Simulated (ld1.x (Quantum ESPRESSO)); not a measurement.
**u(r) = r·R(r): atom against pseudo-atom (aluminium)**

Columns: radius, all-electron u(r) and pseudo u(r) of the 3p shell (level -2.80 eV) of aluminium in the configuration [Ne] 3s2 3p1; LDA (PZ), non-relativistic, TM scheme, ld1.x (Quantum ESPRESSO) 7.5.

| r (bohr) | all-electron | pseudo |
| --- | --- | --- |
| 0.123 | 0.0983 | -0.0036 |
| 0.245 | 0.1935 | -0.0141 |
| 0.368 | 0.2184 | -0.0314 |
| 0.490 | 0.1891 | -0.0549 |
| 0.613 | 0.1285 | -0.0841 |
| 0.735 | 0.0538 | -0.1180 |
| 0.858 | -0.0262 | -0.1561 |
| 0.980 | -0.1041 | -0.1968 |
| 1.103 | -0.1780 | -0.2398 |
| 1.225 | -0.2448 | -0.2832 |
| 1.348 | -0.3050 | -0.3266 |
| 1.470 | -0.3573 | -0.3682 |
| 1.593 | -0.4027 | -0.4073 |
| 1.715 | -0.4409 | -0.4424 |
| 1.838 | -0.4728 | -0.4731 |
| 1.960 | -0.4985 | -0.4985 |
| 2.083 | -0.5188 | -0.5188 |
| 2.205 | -0.5339 | -0.5339 |
| 2.328 | -0.5446 | -0.5446 |
| 2.450 | -0.5512 | -0.5512 |
| 2.573 | -0.5544 | -0.5544 |
| 2.695 | -0.5544 | -0.5544 |
| 2.818 | -0.5517 | -0.5517 |
| 2.940 | -0.5468 | -0.5468 |
| 3.063 | -0.5398 | -0.5398 |
| 3.185 | -0.5312 | -0.5312 |

Task: How many radial nodes do the two functions have?

Result: The all-electron 3p function has n − l − 1 = 1; the pseudo-wave has 0, since the states of the same l below it are removed with the core.

Task: At about which radius was the pseudo-wave matched?

Result: 2.15 bohr. The columns agree to 0.0005 from 1.84 bohr on; several derivatives are matched, so the curves merge somewhat inside the radius.

Task: Is the pseudo-wave norm-conserving?

Result: Yes: the TM scheme keeps the norm inside the radius equal to the all-electron one, which fixes the energy derivative of the logarithmic derivative at the level.
